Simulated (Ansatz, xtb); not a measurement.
Stretching the Be1–F2 bond in BeFHO (SMILES [OH][Be][F]) (multiplicity 1 held, fragments rigid). Energies count from the point at 1.389 Å.
Geometry at that point (charge 0, multiplicity 1):
```xyz
4

Be     0.0293     0.0148    -0.0256
F      0.9828     0.5280    -0.8951
O     -0.9986    -0.4674     0.8245
H     -0.9734    -1.0724     1.5614
```

R- and RO- levels are restricted; in cc, def2 and unpolarised 6-31G sets they are followed outwards from rest. Unrestricted levels (U-) break spin symmetry where that is lower. Left out are points that failed, MP2 points in a non-variational dive below the minimum, coupled-cluster points behind a sign of a changed root (a jump of the amplitudes, or a one-step jump against full CI or MRCI), small-basis points behind a change of solution, and semi-empirical points at long bonds. Levels need not reach the same state.

Cores are frozen in the correlated methods.

Run with Ansatz (Gaussian orbitals); xtb for the GFN methods.  The GFN methods have no spin term and hold the electronic entropy of 300 K.

Energies in eV.

| R (Å) | GFN2-xTB | R-HF/aug-cc-pVTZ | U-B3LYP/aug-cc-pVTZ | R-CCSD/aug-cc-pVTZ |
|---|---|---|---|---|
| 1.111 | 2.32 | 2.13 | 2.26 | 2.32 |
| 1.250 | 0.37 | 0.33 | 0.40 | 0.42 |
| 1.389 | 0.00 | 0.00 | 0.00 | 0.00 |
| 1.528 | 0.23 | 0.34 | 0.26 | 0.26 |
| 1.666 | 0.67 | 0.97 | 0.81 | 0.82 |
| 1.875 | 1.41 | 2.08 | 1.79 | 1.83 |
| 2.083 | 2.10 | 3.16 | 2.77 | 2.85 |
| 2.430 | 3.08 | 4.71 | 4.16 | 4.32 |
| 2.777 | 3.81 | 5.93 | 5.22 | 5.48 |
| 3.194 | 4.42 | 7.03 | 6.00 | 6.54 |
| 3.749 | 4.91 | 8.07 | 6.52 | left out |
| 4.444 | left out | 8.93 | 6.81 | left out |

Doubts at one or more of the structures used: a restricted determinant that unrestricted orbitals would lower (R-HF/aug-cc-pVTZ, R-CCSD/aug-cc-pVTZ); a spin-contaminated determinant (U-B3LYP/aug-cc-pVTZ); T1 above 0.05 (R-CCSD/aug-cc-pVTZ).

Ansatz is an electronic-structure program.
